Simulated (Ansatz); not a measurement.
Geometry optimisation, RKS B3LYP/def2-SVP (Ansatz 0.2.0).

input.yaml

```yaml
crystal:
  periodic: [false, false, false]
  atoms:
    - { symbol: Ge, position_ang: [0.272848, 0.072114, 0.041123] }
    - { symbol: Ge, position_ang: [1.037491, -0.024703, 2.30887] }
    - { symbol: H, position_ang: [0.062138, -0.30533, 3.472768] }
    - { symbol: H, position_ang: [2.143057, -1.101573, 2.292042] }
    - { symbol: H, position_ang: [1.73824, 1.330906, 2.534309] }
    - { symbol: H, position_ang: [1.755022, 0.155352, -0.372268] }
    - { symbol: H, position_ang: [-0.647489, 1.190255, -0.473914] }
    - { symbol: F, position_ang: [-0.425108, -1.42312, -0.56043] }
basis:
  gaussian: { orbitals: def2-SVP }
hamiltonian:
  xc: b3lyp
relax:
  f_tol: 0.03
  max_steps: 50
```

Launched with:

```bash
$ ansatz run input.yaml --threads 2 --pin off --max-ram 3072MiB --backend cpu --events-out ev --progress --plain --runs-dir out
```

Q: Where does it end, and by what steps?

A: The run converged. After 6 steps the energy has fallen by 0.291 eV; H6 moved furthest, 0.63 Å.

```json
{"step": "0", "energy less start (eV)": "0.0000", "largest force component (eV/Å)": "0.877", "accepted": "yes"}
{"step": "1", "energy less start (eV)": "-0.1509", "largest force component (eV/Å)": "0.262", "accepted": "yes"}
{"step": "2", "energy less start (eV)": "-0.2447", "largest force component (eV/Å)": "0.159", "accepted": "yes"}
{"step": "3", "energy less start (eV)": "-0.2865", "largest force component (eV/Å)": "0.155", "accepted": "yes"}
{"step": "4", "energy less start (eV)": "-0.2858", "largest force component (eV/Å)": "0.210", "accepted": "no"}
{"step": "5", "energy less start (eV)": "-0.2903", "largest force component (eV/Å)": "0.041", "accepted": "yes"}
{"step": "6", "energy less start (eV)": "-0.2907", "largest force component (eV/Å)": "0.004", "accepted": "yes"}
```

```xyz
8
Properties=species:S:1:pos:R:3
Ge 0.423 0.090 0.003
Ge 1.111 -0.021 2.344
H -0.115 -0.268 3.244
H 2.128 -1.162 2.541
H 1.771 1.315 2.749
H 1.605 0.220 -0.984
H -0.643 1.170 -0.283
F -0.343 -1.450 -0.371
```

Run time: 18 s on 2 threads of Arm Neoverse V2, with other jobs on the host, peak memory 0.24 GiB.
